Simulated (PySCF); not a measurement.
## Kr(2+): ionisation energy

Kr(2+) [Ar] 3d10 4s2 4p4 (3P) → Kr(3+) [Ar] 3d10 4s2 4p3 (4S), as a difference of total energies. All numbers are calculated (PySCF 2.14, the spin-free X2C one-electron Hamiltonian (Gaussian nucleus), in x2c-TZVPPall with one added diffuse shell each of s, p, d type (7s6p5d1f, 57 functions)). Correlated levels: valence: [Ar] 3d10 frozen; valence and next inner shell: [Ne] frozen. The calculations carry no spin-orbit coupling.

Task: Order these methods by the ionisation energy they give, lowest first.
A. PBE
B. SCS-MP2 (valence)
C. LDA
D. SCS-MP2 (valence and next inner shell)

Result: B (35.116 eV), D (35.157 eV), A (35.531 eV), C (35.837 eV).

A first-order spin-orbit estimate (lowest level to lowest level, LS coupling) adds 0.238 eV.

Errors of the correlated levels include the incompleteness of this basis and the frozen core.

For comparison: 35.838 ± 0.02 eV (measured; NIST Atomic Spectra Database, ionization energies).
